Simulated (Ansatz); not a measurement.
Reaction (atomization): `[NH2][AlH][CH]1CC1` → Al• + 3 C• + 8 H• + N•

Calculated with Ansatz (gas phase, PBE0-D4/def2-TZVP geometries, no zero-point term in ΔE). CBS: MP2 limit from def2 TZ/QZ plus the TZ coupled-cluster correction, frozen cores. This one scheme is used for every species, atoms too. Functionals use def2-TZVPP. Open shells (•) are unrestricted, without spin–orbit coupling. Spin–orbit coupling would lower the free atoms: a little for Al, C. One conformer a species, not always the lowest.

`[NH2][AlH][CH]1CC1`:

Z-matrix (Å, degrees):
```
C
Al 1 1.931
C 1 1.519 2 120.5
C 1 1.519 2 120.6 3 69.1
H 1 1.087 2 117.5 3 -145.3
N 2 1.771 1 118.0 3 -35.2
H 2 1.586 1 124.8 3 144.7
H 3 1.084 1 117.6 2 -142.4
H 3 1.085 1 118.5 2 0.9
H 4 1.084 1 117.6 2 142.6
H 4 1.085 1 118.5 2 -0.7
H 6 1.007 2 125.9 1 -0.1
H 6 1.007 2 124.2 1 179.9
```

```
             species  PBE0-D4 energy (Eh)
`[NH2][AlH][CH]1CC1`           -416.07697
                 Al•           -242.24899
                  C•            -37.80537
                  H•             -0.50104
                  N•            -54.54382
```

**Question.** Work out ΔE.

**Answer.** ΔE = 8 × (-0.50104) + 3 × (-37.80537) + (-242.24899) + (-54.54382) − (-416.07697) = 1.85973 Eh = +1167.0 kcal/mol. CCSD(T)/CBS gives +1161.5 kcal/mol.

Largest T1 diagnostic among the species: 0.018.

In def2-TZVPP, CCSD(T) changes the Hartree–Fock value by +282.4 kcal/mol (the triples alone add +15.7 kcal/mol) and MP2 by +298.1 kcal/mol; breaking electron pairs costs correlation energy, which Hartree–Fock lacks. From PBE to PBE0 (25 % exact exchange), in def2-TZVPP and without D4, ΔE moves by −15.4 kcal/mol: exact exchange takes away binding that semilocal exchange gives to molecules.

For atomizations the MP2-based limit and the directly extrapolated one differ by several kJ/mol either way, and by 10 to 25 for some Ge, Se and Sn compounds, so smaller differences from it don't rank the levels.
